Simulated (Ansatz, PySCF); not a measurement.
Gas-phase reaction in SMILES: [PbH4] (PbH4) -> [PbH3] (PbH3) + H atom (the H-Pb bond at the site shown breaks; other sites are not compared here)
Structures are relaxed separately at B3LYP-D3(BJ)/def2-TZVP in Ansatz (an electronic-structure program).

Wanted: bond dissociation energy (enthalpy at 298 K, with B3LYP-D3(BJ) rigid-rotor harmonic-oscillator terms from PySCF), in kcal/mol. Correlated levels leave the core frozen unless marked. UHF or UKS for open shells. No spin-orbit coupling. Frozen are the shells of the preceding noble gas and the d and f shells that filled before the atom's block. In def2 rows, elements after Kr have scalar-relativistic effective core potentials. CBS marks a two-point X^-3 extrapolation of the correlation energy; Hartree-Fock from the larger set.

| level | program | bond dissociation energy (kcal/mol) | minus last row |
|---|---|---|---|
| HF/def2-TZVPP | Ansatz | 47.6 | -18.7 |
| SVWN5/def2-TZVPD | Ansatz | 73.8 | 7.5 |
| TPSSh-D3(BJ)/def2-TZVPD | PySCF + dftd3 | 67.4 | 1.1 |
| r2SCANh-D4/def2-TZVPD | Ansatz + dftd4 | 64.0 | -2.3 |
| PW6B95/def2-TZVPD | PySCF | 65.3 | -1.0 |
| HSE06/def2-TZVPD | Ansatz | 63.9 | -2.4 |
| LC-wPBE-D4/def2-TZVPD | Ansatz + dftd4 | 66.2 | -0.1 |
| MP2/def2-SVP | Ansatz | 59.3 | -7.0 |
| RI-MP2/def2-QZVPP | Ansatz | 63.6 | -2.7 |
| CCSD(T)/CBS(def2-TZVPPD,def2-QZVPPD) | Ansatz | 66.3 | 0.0 |
